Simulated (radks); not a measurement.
Q: The chlorine anion Cl-, 18 electrons, occupied as [Ar]. Method: non-relativistic Kohn-Sham, LDA (Slater exchange, VWN5 correlation), spin-polarised, spherical densities, point nucleus; Watson sphere of charge +0.74 and radius 3.53 bohr; computed with a radial shooting solver on a logarithmic mesh with Libxc functionals. Some entries of the table are withheld. Estimate them.

orbital,occ.,eigenvalue (hartree),<1/r> (bohr^-1)
1s,2,-100.1787,(1)
2s,2,-9.00143,(2)
2p,6,-6.85289,(3)
3s,2,(4),0.8805
3p,6,(5),(6)

A: 
(1) 1s <1/r> (bohr^-1): 16.51
(2) 2s <1/r> (bohr^-1): 3.273
(3) 2p <1/r> (bohr^-1): 3.194
(4) 3s eigenvalue (hartree): -0.59787
(5) 3p eigenvalue (hartree): -0.18244
(6) 3p <1/r> (bohr^-1): 0.6967
